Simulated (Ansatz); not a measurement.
Process, species as SMILES: [BH] (BH) (closed-shell singlet) → B atom + H atom
B3LYP-D3(BJ)/def2-TZVP geometries, fixed; electronic energies without zero-point terms.

The atomisation energy at CCSD(T) with Ansatz (an electronic-structure program), in kcal/mol, split into its Hartree-Fock and correlation parts. Cores are frozen. A restricted Hartree-Fock determinant is unstable towards unrestricted orbitals. Open shells are unrestricted. No added dispersion term, no relativity. Functions are those of the species that has most.

```tsv
basis	X	functions	Hartree-Fock	CCSD(T)
aug-cc-pVDZ	2	32	60.57	79.90
aug-cc-pVTZ	3	69	61.62	83.59
aug-cc-pVQZ	4	126	61.77	84.37
aug-cc-pV5Z	5	207	61.79	84.55
```

Worked estimate of the basis-set limit from each neighbouring pair, with Hartree-Fock from the larger set and the correlation part extrapolated as X^-3.
Correlation parts: X = 2: 19.33, X = 3: 21.97, X = 4: 22.60, X = 5: 22.76.
- (2,3): (27·(21.97) - 8·(19.33))/19 = 23.08; with Hartree-Fock 61.62 the estimate is 84.70 kcal/mol.
- (3,4): (64·(22.60) - 27·(21.97))/37 = 23.06; with Hartree-Fock 61.77 the estimate is 84.83 kcal/mol.
- (4,5): (125·(22.76) - 64·(22.60))/61 = 22.93; with Hartree-Fock 61.79 the estimate is 84.72 kcal/mol.
The last two estimates differ by 0.11 kcal/mol; the largest set lies 0.17 from the last. Over the last step Hartree-Fock moves by 0.02 and the correlation part by 0.16.
